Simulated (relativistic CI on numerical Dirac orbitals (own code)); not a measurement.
## Electric-dipole transitions in Sn39+

These numbers are calculated, not measured: Dirac-Coulomb-Breit CI, separate exchange-only KLI orbitals for each configuration, model QED, unscaled Slater integrals (own radial code, finite nucleus).

Configuration list (outside the closed core [Ne]): 3s, 3p, 3d, 4s, 4p, 4d, 4f, 5s, 5p, 5d, 5f, 5g, 6s, 6p, 6d. Levels of other configurations are missing.

| λ vac (Å) | Lower | Upper | A (s⁻¹) | log gf | S velocity/length |
| --- | --- | --- | --- | --- | --- |
| 6.2068 | 3p 2P°_3/2 [3] | 6d 2D_5/2 [26] | 5.62e+12 | -0.71 | 0.95 |
| 6.9559 | 3p 2P°_1/2 [2] | 5d 2D_3/2 [16] | 8.08e+12 | -0.63 | 0.97 |
| 7.1869 | 3p 2P°_3/2 [3] | 5d 2D_5/2 [17] | 9.61e+12 | -0.35 | 0.98 |
| 7.6472 | 3d 2D_3/2 [4] | 5f 2F°_5/2 [18] | 1.27e+13 | -0.17 | 0.99 |
| 7.7040 | 3d 2D_5/2 [5] | 5f 2F°_7/2 [19] | 1.34e+13 | -0.02 | 0.99 |
| 9.3746 | 3s 2S_1/2 [1] | 4p 2P°_3/2 [8] | 6.93e+12 | -0.44 | 1.01 |
| 9.5511 | 3s 2S_1/2 [1] | 4p 2P°_1/2 [7] | 8.47e+12 | -0.64 | 1.01 |
| 9.7154 | 3p 2P°_1/2 [2] | 4d 2D_3/2 [9] | 1.46e+13 | -0.08 | 0.99 |
| 10.149 | 3p 2P°_3/2 [3] | 4d 2D_5/2 [10] | 1.80e+13 | 0.22 | 0.99 |
| 10.197 | 3p 2P°_3/2 [3] | 4d 2D_3/2 [9] | 3.08e+12 | -0.72 | 1.00 |
| 10.978 | 3d 2D_3/2 [4] | 4f 2F°_5/2 [11] | 3.54e+13 | 0.58 | 1.00 |
| 11.084 | 3d 2D_5/2 [5] | 4f 2F°_7/2 [12] | 3.74e+13 | 0.74 | 1.00 |
| 11.108 | 3d 2D_5/2 [5] | 4f 2F°_5/2 [11] | 2.49e+12 | -0.56 | 1.00 |
| 11.161 | 3p 2P°_3/2 [3] | 4s 2S_1/2 [6] | 6.28e+12 | -0.63 | 1.01 |
| 15.027 | 4p 2P°_3/2 [8] | 6d 2D_5/2 [26] | 2.20e+12 | -0.35 | 0.99 |
| 21.014 | 4s 2S_1/2 [6] | 5p 2P°_3/2 [15] | 1.50e+12 | -0.40 | 1.00 |
| 21.460 | 4s 2S_1/2 [6] | 5p 2P°_1/2 [14] | 1.86e+12 | -0.59 | 1.00 |
| 21.593 | 4p 2P°_1/2 [7] | 5d 2D_3/2 [16] | 2.69e+12 | -0.12 | 0.99 |
| 22.432 | 4p 2P°_3/2 [8] | 5d 2D_5/2 [17] | 3.45e+12 | 0.19 | 1.00 |
| 23.819 | 4d 2D_3/2 [9] | 5f 2F°_5/2 [18] | 6.15e+12 | 0.50 | 1.01 |
| 24.027 | 4d 2D_5/2 [10] | 5f 2F°_7/2 [19] | 6.58e+12 | 0.66 | 1.01 |
| 24.917 | 4p 2P°_3/2 [8] | 5s 2S_1/2 [13] | 2.09e+12 | -0.41 | 1.00 |
| 25.065 | 4f 2F°_5/2 [11] | 5g 2G_7/2 [20] | 1.06e+13 | 0.90 | 1.00 |
| 25.150 | 4f 2F°_7/2 [12] | 5g 2G_9/2 [21] | 1.09e+13 | 1.02 | 1.00 |
| 25.870 | 4d 2D_5/2 [10] | 5p 2P°_3/2 [15] | 7.83e+11 | -0.50 | 1.01 |
| 39.510 | 5s 2S_1/2 [13] | 6p 2P°_3/2 [24] | 4.63e+11 | -0.36 | 0.99 |
| 40.367 | 5p 2P°_1/2 [14] | 6d 2D_3/2 [25] | 7.46e+11 | -0.14 | 0.99 |
| 41.800 | 5p 2P°_3/2 [15] | 6d 2D_5/2 [26] | 9.80e+11 | 0.19 | 1.00 |
| 46.742 | 5p 2P°_3/2 [15] | 6s 2S_1/2 [22] | 8.36e+11 | -0.26 | 1.00 |
| 47.928 | 5d 2D_5/2 [17] | 6p 2P°_3/2 [24] | 3.80e+11 | -0.28 | 1.00 |
| 70.694 | 3p 2P°_1/2 [2] | 3d 2D_3/2 [4] | 1.15e+11 | -0.46 | 1.05 |
| 82.592 | 3s 2S_1/2 [1] | 3p 2P°_3/2 [3] | 1.01e+11 | -0.38 | 1.00 |
| 96.617 | 3p 2P°_3/2 [3] | 3d 2D_5/2 [5] | 5.44e+10 | -0.34 | 1.06 |
| 182.55 | 4p 2P°_1/2 [7] | 4d 2D_3/2 [9] | 2.86e+10 | -0.24 | 1.00 |
| 201.52 | 4s 2S_1/2 [6] | 4p 2P°_3/2 [8] | 2.42e+10 | -0.23 | 1.00 |
| 251.86 | 4p 2P°_3/2 [8] | 4d 2D_5/2 [10] | 1.32e+10 | -0.12 | 0.99 |
| 370.08 | 5p 2P°_1/2 [14] | 5d 2D_3/2 [16] | 9.45e+09 | -0.11 | 1.00 |
| 401.17 | 5s 2S_1/2 [13] | 5p 2P°_3/2 [15] | 7.88e+09 | -0.12 | 1.00 |
| 491.00 | 4d 2D_5/2 [10] | 4f 2F°_7/2 [12] | 1.17e+09 | -0.47 | 0.93 |
| 512.00 | 5p 2P°_3/2 [15] | 5d 2D_5/2 [17] | 4.32e+09 | 0.01 | 1.00 |
| 653.06 | 6p 2P°_1/2 [23] | 6d 2D_3/2 [25] | 3.79e+09 | -0.01 | 1.01 |
| 702.51 | 6s 2S_1/2 [22] | 6p 2P°_3/2 [24] | 3.13e+09 | -0.03 | 1.00 |
| 869.04 | 5d 2D_3/2 [16] | 5f 2F°_5/2 [18] | 7.00e+08 | -0.32 | 0.98 |
| 904.44 | 6p 2P°_3/2 [24] | 6d 2D_5/2 [26] | 1.73e+09 | 0.10 | 1.01 |
| 989.17 | 5d 2D_5/2 [17] | 5f 2F°_7/2 [19] | 5.09e+08 | -0.22 | 0.99 |

Terms are leading LS components. Brackets give the number of a level in order of energy, since labels repeat. The list gives strong lines, with weight on those to low levels. Levels whose partners in the same complex of configurations lie outside the list can be far off, and so can their lines. Rates are taken at the computed energies, electric ones in the length gauge. A velocity-to-length ratio far from 1 marks an uncertain rate.

At this charge energies of transitions that change n are usually good to better than 1 %, and those within a shell (Δn = 0) to a few per cent.

Q: From the table, what is the radiative lifetime of 6d 2D_5/2?

A: The listed rates from this level add up to about 8.80e+12 s⁻¹, 97 % of its decay; with all channels τ = 1.11e-13 s.
